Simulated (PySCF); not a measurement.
Species: BrFGeH2.
Atom-mapped SMILES: `[F:1][GeH2:2][Br:3]` (hydrogens: H4, H5 on Ge2)

Level of theory: core-valence-separated Tamm–Dancoff BHandHLYP/aug-pcX-1 (pcseg-1 on H, def2-SVPD on Ge, def2-SVPD on Br) in PySCF, non-relativistic, gas phase, PBE0-D3(BJ)/def2-SVP geometry.

Computed fluorine K-edge spectrum, Gaussian lines of 0.4 eV full width, highest printed point 100; it ends one width below the last computed root. The energies are unshifted.

| photon energy (eV) | absorption |
| --- | --- |
| 682.7 | 1 |
| 682.8 | 4 |
| 682.9 | 16 |
| 683.0 | 42 |
| 683.1 | 77 |
| 683.2 | 100 |
| 683.3 | 92 |
| 683.4 | 60 |
| 683.5 | 28 |
| 683.6 | 9 |
| 683.7 | 2 |
| 683.8 | 0 |
| 683.9 | 0 |
| 684.0 | 0 |
| 684.1 | 0 |
| 684.2 | 0 |
| 684.3 | 0 |
| 684.4 | 0 |
| 684.5 | 0 |
| 684.6 | 1 |
| 684.7 | 5 |
| 684.8 | 13 |
| 684.9 | 23 |
| 685.0 | 29 |
| 685.1 | 27 |
| 685.2 | 17 |
| 685.3 | 8 |
| 685.4 | 2 |
| 685.5 | 1 |
| 685.6 | 1 |
| 685.7 | 2 |
| 685.8 | 5 |
| 685.9 | 10 |
| 686.0 | 14 |
| 686.1 | 14 |
| 686.2 | 9 |
| 686.3 | 5 |
| 686.4 | 2 |
| 686.5 | 3 |
| 686.6 | 9 |
| 686.7 | 22 |
| 686.8 | 42 |
| 686.9 | 55 |
| 687.0 | 53 |
| 687.1 | 40 |
| 687.2 | 25 |
| 687.3 | 15 |
| 687.4 | 8 |
| 687.5 | 3 |
| 687.6 | 1 |
| 687.7 | 2 |
| 687.8 | 5 |
| 687.9 | 11 |
| 688.0 | 17 |
| 688.1 | 18 |
| 688.2 | 14 |

Q: Where are the maxima, and which lines make them up?

A: 5 maxima:
- 683.2 eV: F1 (fluorine bonded to Ge), 683.23 eV, f = 0.024, 100 % of the height at the exact maximum
- 685.0 eV: F1 (fluorine bonded to Ge), 685.02 eV, f = 0.007, 100 % of the height at the exact maximum
- 686.0 eV: F1 (fluorine bonded to Ge), 686.04 eV, f = 0.004, 100 % of the height at the exact maximum
- 686.9 eV: F1 (fluorine bonded to Ge), 686.93 eV, f = 0.013, 96 % of the height at the exact maximum
- 688.1 eV: F1 (fluorine bonded to Ge), 688.05 eV, f = 0.003, 73 % of the height at the exact maximum; F1 (fluorine bonded to Ge), 688.11 eV, f = 0.001, 27 % of the height at the exact maximum

Further lines of some strength in the range: F1, 687.23 eV, f = 0.003.

Roots within 0.03 eV on the same or equivalent atoms count as one line; shares under 12 % aren't listed.

Vibrational structure and lifetime widths aren't in the curve. The ionisation threshold wasn't computed; near and above it a finite basis only mimics Rydberg series and continuum. The BHandHLYP/aug-pcX-1 (pcseg-1 on H, def2-SVPD on Ge, def2-SVPD on Br) calculation is non-relativistic and has no spin–orbit coupling, an omission that weighs most on bromine and germanium.

Time: 3.2 s; peak memory 0.48 GiB. Hardware: an Arm Neoverse V2 with one thread, no GPU, shared host.
